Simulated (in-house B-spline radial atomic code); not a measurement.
Ionisation energies with and without relativity, with size and susceptibility from the Dirac run. Dirac energy differences include first-order Breit, QED and recoil terms. NIST's values go from ground level to ground level; the uncertainty of those that are theory runs from under 0.1 % in few-electron ions to several per cent in heavy many-electron ones. Computed with a B-spline radial code for spherical atoms: non-relativistic Hartree-Fock and Dirac-Hartree-Fock, averages of the configuration (point nuclei without relativity, finite nuclei with it).

```tsv
ion	configuration	configuration after	ionisation non-relativistic (eV)	ionisation Dirac Breit and QED (eV)	tabulated value (eV)	tabulated kind	radius at density 0.001 (bohr)	diamagnetic susceptibility (10⁻⁶ cm³/mol)
Cl+	[Ne] 3s2 3p4	[Ne] 3s2 3p3	24.32	24.30	23.81364	measured	3.566	-16.374
Ar+	[Ne] 3s2 3p5	[Ne] 3s2 3p4	27.42	27.40	27.62967	measured	3.427	-15.935
K+	[Ne] 3s2 3p6	[Ne] 3s2 3p5	30.64	30.62	31.625	measured	3.296	-15.427
Ca+	[Ar] 4s1	[Ne] 3s2 3p6	11.31	11.35	11.87172	measured	4.349	-24.609
Sc+	[Ar] 3d1 4s1	[Ar] 3d1	12.02	12.08	12.79977	measured	4.299	-24.122
Ti+	[Ar] 3d2 4s1	[Ar] 3d2	12.64	12.72	13.5755	measured	4.219	-23.372
V+	[Ar] 3d4	[Ar] 3d3	12.67	12.58	14.634	measured	3.57	-17.657
Cr+	[Ar] 3d5	[Ar] 3d4	13.58	13.47	16.48631	measured	3.498	-17.14
Mn+	[Ar] 3d5 4s1	[Ar] 3d5	14.25	14.39	15.63999	measured	3.982	-20.989
Fe+	[Ar] 3d6 4s1	[Ar] 3d6	14.74	14.90	16.19921	measured	3.912	-20.255
Co+	[Ar] 3d8	[Ar] 3d7	16.03	15.88	17.0844	measured	3.289	-15.632
Ni+	[Ar] 3d9	[Ar] 3d8	16.78	16.61	18.16884	measured	3.226	-15.169
Cu+	[Ar] 3d10	[Ar] 3d9	17.52	17.33	20.29239	measured	3.166	-14.73
Zn+	[Ar] 3d10 4s1	[Ar] 3d10	16.56	16.83	17.96439	measured	3.671	-17.718
Ga+	[Ar] 3d10 4s2	[Ar] 3d10 4s1	18.46	18.75	20.51514	measured	3.826	-19.706
```
